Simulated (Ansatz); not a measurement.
Input and output for Be₅⁻.

```yaml
crystal:
  periodic: [false, false, false]
  atoms:
    - {symbol: Be, position_ang: [1.096553, -1.507044, -0.376553]}
    - {symbol: Be, position_ang: [1.954021, 0.371812, -0.078197]}
    - {symbol: Be, position_ang: [-0.228132, -1.662000, 1.229210]}
    - {symbol: Be, position_ang: [-0.021817, 0.059828, 0.194109]}
    - {symbol: Be, position_ang: [1.599075, -0.855497, 1.476730]}
basis:
  gaussian: {orbitals: "6-31G*", point_charges: [{charge: 2.00, position_ang: [6.902, 0.666, 0.307]}]}
total_charge: -1
magnetization: {spin_polarized: true, initial_magnetization: 1}
hamiltonian: {xc: {name: r2SCAN0}}
scf: {omitted_lower_state_checks: [starts]}
```

```sh
$ ansatz run in.yaml --threads 4 --pin off --events-out ev --progress --plain --max-ram 3916MiB
```

It prints (some lines left out):

```
Functional definition: r2SCAN0
645 factors; their error is unknown
mean field evaluation 1: about -2001.7530 eV, gradient 1.9e1 eV
mean field evaluation 2: about -1977.9273 eV, gradient 4.7e1 eV
mean field evaluation 4: about -2006.0941 eV, gradient 3.3e0 eV
mean field evaluation 8: about -2006.2510 eV, gradient 1.8e-1 eV
mean field evaluation 16: about -2006.2603 eV, gradient 1.0e-1 eV
mean field -2006.26457939 eV, -73.7288633976 hartree, gradient 1.9e-5 eV, S^2 1.237053; 0 other end points of the search recorded, 0 dependent functions left out
reference -2006.26458770 eV, -73.7288637029 hartree; 11, 10 occupied and 64, 65 virtual orbitals, 645 factors
Total energy: -2006.26458770 eV, -73.7288637029 hartree
Checks for a lower state left out: starts
```

Run time 5 s (4 threads of Arm Neoverse V1 on a shared host).

The 6-31G sets use Cartesian d functions. The highest occupied level of an anion often lies above zero with these methods, and sets without diffuse functions describe the outer electron poorly. The charge -1 doublet is spin-contaminated (final ⟨S²⟩ up to 1.24, 0.75 for a pure state).
